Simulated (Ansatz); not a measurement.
CH2O, triplet, geometry from GFN2-xTB (a higher spin typed on purpose: for a closed-shell molecule this is an excited state), atoms displaced at random by about 0.02 Å a coordinate. Base run: B3LYP/cc-pVDZ in Ansatz (a program for electronic structure).

The Ansatz input:
Ansatz 0.2 input:
```yaml
crystal:
  periodic: [false, false, false]
  atoms:
    - {symbol: C, position_ang: [-0.54957888, 0.08470602, 0.19939785]}
    - {symbol: O, position_ang: [0.68683247, -0.12493136, -0.12051877]}
    - {symbol: H, position_ang: [-1.28252374, -0.62098404, -0.11959624]}
    - {symbol: H, position_ang: [-0.95708957, 1.08983860, -0.03379806]}
basis:
  gaussian:
    orbitals: cc-pVDZ
hamiltonian:
  xc: b3lyp
magnetization: {spin_polarized: true, initial_magnetization: 2}
relax: {}
```

Variants of this job, named by their change:

| change | ΔE vs base (µEh) | optimiser steps |
|---|---|---|
| base | 0.0 | 6 |
| relax = f_tol: 0.002 | 0.0 | 8 |
| relax = f_tol: 0.0005 | 0.0 | 8 |
| relax = f_tol: 0.05 | 5.5 | 4 |
| relax = max_displacement: 0.5 | 0.2 | 6 |
| relax = max_displacement: 0.02 | 0.0 | 7 |
| relax = escape_saddle: false | 0.0 | 6 |
